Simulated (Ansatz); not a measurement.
Basis-set extrapolation for `CO[Si](F)(F)S` (PBE0-D4/def2-TZVP geometry, frozen core, Ansatz 0.2.0). Multiplicity 1, RHF reference.

|  | def2-TZVPP | def2-QZVPP |
| --- | --- | --- |
| HF | -1000.793147 | -1000.829479 |
| MP2 correlation | -1.192616 | -1.297703 |
| CCSD(T) correlation | -1.269692 | not run |

Energies in hartree. Use E(X) = E(∞) + A·exp(−7.88·√X) for Hartree–Fock and E(X) = E(∞) + B·X^(−2.97) for correlation, with X = 3 and 4, and add CCSD(T) minus MP2 of the smaller set to the MP2 limit.

Q: What is the CCSD(T) energy at the basis-set limit?

A: HF limit: -1000.829479 + (-0.036332) × 0.13774 = -1000.83448. MP2 limit: -1.297703 + (-0.105087) × 0.74074 = -1.37555. Higher-order term: -1.269692 − (-1.192616) = -0.07708. Total: -1002.28711 hartree, 140.7 kcal/mol below CCSD(T)/def2-TZVPP.
